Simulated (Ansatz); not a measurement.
Molecule: difluoro(dihydroxy)silane, sum formula H₂SiO₂F₂, net charge 0, singlet state. SMILES: O[Si](F)(F)O
Geometry from a B3LYP-D3(BJ)/def2-TZVP (Ansatz, a first-principles code) optimisation:
```
Si
F 1 1.5802
F 1 1.5881 2 105.58
O 1 1.6130 2 107.11 3 -119.73
H 4 0.9598 1 119.41 2 -160.77
O 1 1.6206 2 112.38 3 119.33
H 6 0.9603 1 119.93 2 -73.62
```
Charge 0, spin multiplicity 1.

Property: atomisation energy (electronic, to ground-state atoms), in kcal/mol. Correlated levels leave the core frozen unless marked. UHF or UKS for open shells. Spin-orbit coupling is left out. Non-relativistic unless marked X2C. The coupled-cluster limit lacks core correlation, which all-electron functionals hold. CBS marks a two-point X^-3 extrapolation of the correlation energy; Hartree-Fock from the larger set (for Q and 5 zeta extrapolated as (X+1)exp(-9√X)).

```csv
level,program,atomisation energy (kcal/mol)
revPBE/def2-TZVPD,Ansatz,704.7
r2SCAN-D3(BJ)/def2-TZVPD,Ansatz + dftd3,732.8
PBE0-D3(BJ)/def2-TZVPD,Ansatz + dftd3,718.4
PBE0-D4/def2-TZVP,Ansatz + dftd4,718.6
```

Predict the CCSD(T)/CBS(cc-pV(Q+d)Z,cc-pV(5+d)Z) result (Ansatz).

742.8 kcal/mol, so PBE0-D4/def2-TZVP differs from it by -24.2 kcal/mol.
